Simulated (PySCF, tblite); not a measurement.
Isomers of C5H11ClSSi, one GFN2-xTB conformer each. Single-point energies are computed at PBE0/pcSseg-1 (PySCF, gas phase, no added dispersion term), electronic only.

Task: Rank them by PBE0/pcSseg-1 energy, lowest first (kJ/mol).
A. `[CH3:1][S:2]/[CH:3]=[C:4](/[CH3:5])[CH2:6][SiH2:7][Cl:8]` with C1–S2–C3–C4 172°, C3–C4–C6–Si7 87°, C4–C6–Si7–Cl8 67°
B. `[CH3:1][S:2][Si@@H:3]([Cl:4])[CH2:5][CH:6]1[CH2:7][CH2:8]1` with C1–S2–Si3–Cl4 47°, S2–Si3–C5–C6 -176°, Si3–C5–C6–C7 -154°
C. `[CH3:1][S:2][Si@@H:3]([Cl:4])[CH:5]1[CH2:6][CH2:7][CH2:8]1` with C1–S2–Si3–Cl4 45°, S2–Si3–C5–C6 169°, Si3–C5–C6–C7 -103°, C5–C6–C7–C8 -13°, C6–C7–C8–C5 13°, Si3–C5–C8–C7 103°
D. `[CH3:1][C:2](=[S:3])[CH2:4][C@@:5]([CH3:6])([SiH3:7])[Cl:8]` with C1–C2–C4–C5 116°, C2–C4–C5–C6 -63°

Result: B (0.0), C (2.2), A (66.6), D (217.7).

As drawn, the lowest has a three-membered ring, which the highest lacks; the highest has a C=S bond, which the lowest lacks. Neighbours under 10 kJ/mol apart (CS[Si@@H](Cl)CC1CC1 and CS[Si@@H](Cl)C1CCC1) can change places with a better method, another conformer or zero-point energy. GFN2-xTB itself gives, in the same order: 25.1, 0.0, 66.3, 159.6. GFN2-xTB puts CS[Si@@H](Cl)C1CCC1 lowest instead; measured from each level's own lowest isomer, the values differ by up to 58.1 kJ/mol (CC(=S)C[C@@](C)([SiH3])Cl: 159.6 against 217.7).

Task: Which frontier levels, dipoles and rotational constants go with these structures?

Result: 
| SMILES | HOMO (eV, PBE0/pcSseg-1) | LUMO (eV) | dipole (D) | A, B, C (MHz) |
| --- | --- | --- | --- | --- |
| CS[Si@@H](Cl)CC1CC1 | -6.98 | 0.21 | 0.89 | 2163, 620.5, 522.1 |
| CS[Si@@H](Cl)C1CCC1 | -6.96 | 0.10 | 0.96 | 1784, 798.1, 590.7 |
| CS/C=C(/C)C[SiH2]Cl | -5.86 | 0.29 | 2.26 | 2171, 562.7, 495.9 |
| CC(=S)C[C@@](C)([SiH3])Cl | -6.69 | -2.38 | 2.64 | 1745, 838.4, 672.5 |

Task: What happens when harmonic zero-point energies from GFN2-xTB frequencies are added?

Result: 
```tsv
SMILES	ZPE (kJ/mol)	electronic (kJ/mol)	with ZPE (kJ/mol)
CS[Si@@H](Cl)CC1CC1	387.3	0.0	0.0
CS[Si@@H](Cl)C1CCC1	391.0	2.2	5.9
CS/C=C(/C)C[SiH2]Cl	374.5	66.6	53.9
CC(=S)C[C@@](C)([SiH3])Cl	371.6	217.7	202.1
```

The zero-point energies span 19.4 kJ/mol. The order is unchanged.

Task: As an exercise, what shares would exp(−E/RT) give at 500 K from these electronic energies alone (no entropy, no degeneracies)?

Result: RT = 4.157 kJ/mol: CS[Si@@H](Cl)CC1CC1 63.1 %, CS[Si@@H](Cl)C1CCC1 36.9 %, CS/C=C(/C)C[SiH2]Cl under 0.1 %, CC(=S)C[C@@](C)([SiH3])Cl under 0.1 %.
